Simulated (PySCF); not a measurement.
## Static response to an electric field

(HGe)4CH26 adamantane, C6H16Ge4.
Structure used (PBE0-D3(BJ)/def2-SVP), in Å, numbered top down from 1:
```xyz
26
C6H16Ge4 angstrom
Ge     1.4233   -1.2094    0.6672
H      2.5367   -2.1517    1.1902
C      1.5659    0.5579    1.5078
Ge     0.1679    1.7787    0.8724
H      0.3035    3.1649    1.5520
C      0.3360    1.9477   -1.0751
Ge     0.1716    0.2097   -1.9704
H      0.3094    0.3715   -3.5058
C      1.5683   -0.9807   -1.2760
C     -1.5779   -0.5510   -1.5114
Ge    -1.7849   -0.7767    0.4266
H     -3.1729   -1.3813    0.7583
C     -0.3493   -1.9502    1.0676
C     -1.5753    0.9769    1.2813
H      2.5562    0.9886    1.2873
H      1.4927    0.4523    2.6023
H     -0.4436    2.6285   -1.4539
H      1.3101    2.4005   -1.3213
H      1.4925   -1.9636   -1.7687
H      2.5588   -0.5669   -1.5243
H     -1.6989   -1.5263   -2.0103
H     -2.3746    0.1091   -1.8909
H     -0.4453   -2.9394    0.5910
H     -0.4524   -2.0997    2.1545
H     -1.6784    0.8661    2.3731
H     -2.3810    1.6504    0.9466
```

Level: B3LYP/def2-SVPD (PySCF), static field, nuclei fixed, core orbitals frozen in the response. The polarisability tensor in these axes (au):

```
x   175.98   0.01  -0.03
y     0.01 176.02   0.01
z    -0.03   0.01 176.01
```

**Question.** What are the eigenvalues, a third of the trace, and Δα (Δα² = ½Σ(αi − αj)² over the three pairs)?

**Answer.** Principal values 175.97, 176.02 and 176.03 au; mean 176.00 au = 26.08 Å³ = 29.02 × 10⁻⁴⁰ C²·m²/J; Δα = 0.06 au (0 % of the mean). Point group Td makes the tensor isotropic, so any spread comes from the grid or from a geometry that is symmetric only within 0.08 Å.

**Question.** What is the dipole moment?

**Answer.** 0.00 D; point group Td allows none.

**Question.** Find the Langevin capture rate constant for H3+ (3.023 u) meeting this molecule (383.810 u), k = 2.342 × 10⁻⁹ cm³/s × √(α in Å³ / reduced mass in u).

**Answer.** The reduced mass is 3.00 u, so k = 6.91 × 10⁻⁹ cm³/s.

**Question.** In TDDFT the mean static polarisability is Σ f/ω² over all singlet excitations (ω in hartree). How much of it do the 15 lowest give? Their energies (eV) and oscillator strengths: 6.45, 0.0077; 6.45, 0.0078; 6.45, 0.0077; 6.98, 0.0000; 6.98, 0.0000; 6.98, 0.0000; 7.08, 0.0064; 7.09, 0.0063; 7.09, 0.0063; 7.12, 0.0000; 7.12, 0.0000; 7.12, 0.0000; 7.30, 0.0000; 7.30, 0.0000; 7.34, 0.0000.

**Answer.** They add up to 0.69 au, 0.4 % of the 176.00 au; the largest single term is 0.14 au, from the state at 6.45 eV. Terms in order: 0.14, 0.14, 0.14, 0.00, 0.00, 0.00, 0.09, 0.09, 0.09, 0.00, 0.00, 0.00, 0.00, 0.00, 0.00 au. Higher excitations give the rest. The strengths listed sum to 0.042.

**Question.** Estimate the molar refractivity from the static electronic polarisability.

**Answer.** Lorentz–Lorenz: R = (4π/3)N_A α = 2.5225 cm³/(mol·Å³) × 26.08 Å³ = 65.8 cm³/mol, in the limit of long wavelengths.

One conformer (not necessarily the lowest) at the PBE0-D3(BJ)/def2-SVP geometry, without solvent, vibrations or thermal averaging. The calculation is non-relativistic, for germanium too.
